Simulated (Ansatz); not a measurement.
Ansatz (an electronic-structure program) input:
A basis named .json is the Basis Set Exchange file of that set.

Ansatz 0.2 input:
```yaml
crystal:
  periodic: [false, false, false]
  atoms:
    - {symbol: Si, position_ang: [-0.87007622, -0.22862312, -0.26239885]}
    - {symbol: C, position_ang: [-1.46115404, 1.41982393, -0.94564671]}
    - {symbol: C, position_ang: [-2.04121443, -0.90160437, 1.03047366]}
    - {symbol: N, position_ang: [0.66250148, 0.09783728, 0.46845897]}
    - {symbol: Si, position_ang: [2.32043436, -0.07654489, 0.05222451]}
    - {symbol: H, position_ang: [-0.77489157, -1.20602883, -1.38357402]}
    - {symbol: H, position_ang: [-2.44447137, 1.28857733, -1.40402986]}
    - {symbol: H, position_ang: [-0.77959739, 1.80281861, -1.70612327]}
    - {symbol: H, position_ang: [-1.54430705, 2.16039916, -0.14914634]}
    - {symbol: H, position_ang: [-3.02069369, -1.10241049, 0.58948746]}
    - {symbol: H, position_ang: [-1.66526284, -1.83544102, 1.45225844]}
    - {symbol: H, position_ang: [-2.16698951, -0.18724703, 1.84603313]}
    - {symbol: H, position_ang: [2.59117344, -0.29228002, -1.39403575]}
    - {symbol: H, position_ang: [3.07753034, 1.11707807, 0.49900261]}
    - {symbol: H, position_ang: [2.79919636, -1.26729196, 0.80439404]}
basis:
  gaussian:
    orbitals: aug-cc-pV_D+d_Z.json
magnetization: {spin_polarized: true, initial_magnetization: 1}
correlation: {method: ccsd_t, electrons: outside_noble_gas}
output: {forces: true}
```

Predict the final energy.

-714.67725 Eh (CCSD(T)/aug-cc-pV(D+d)Z). The basis has 223 functions.

It need not be the lowest isomer of its formula.
